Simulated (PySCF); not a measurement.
Si(H)2(F)(NMe2) (C2H8FNSi), SMILES CN(C)[SiH2]F. Atoms are numbered in the order given.

```xyz
13

Si     0.9379    -0.5086     0.0000
F      1.9047     0.8120     0.0000
N     -0.7397    -0.1468     0.0000
C     -1.4665     0.1587    -1.2185
C     -1.4665     0.1587     1.2185
H      1.2583    -1.2451     1.2474
H      1.2583    -1.2451    -1.2474
H     -0.8827    -0.1370    -2.1034
H     -1.6970     1.2384    -1.3114
H     -2.4276    -0.3882    -1.2520
H     -1.6970     1.2384     1.3114
H     -0.8827    -0.1370     2.1034
H     -2.4276    -0.3882     1.2520
```

Coordinates come from a B3LYP-D3(BJ)/def2-SVP optimisation. This is a generated structure with no PubChem entry under its InChIKey; it may be hypothetical. The values are those of a single conformer.

These are M06-2X/def2-TZVP (PySCF) values and carry that method's errors.

Gas-phase values at a fixed geometry.

total energy: -525.17878 hartree
point group: Cs
highest occupied level: -8.19 eV
lowest empty level: 1.42 eV
orbital gap: 9.60 eV
dipole moment: 0.436 e·Å
quadrupole, principal values (traceless, Buckingham form, about the centre of nuclear charge): -6.02, 2.51, 3.51 D·Å
mean static polarisability: 56.7 bohr³ (8.41 Å³)
polarisability, principal values: 48.9, 57.9, 63.4 bohr³
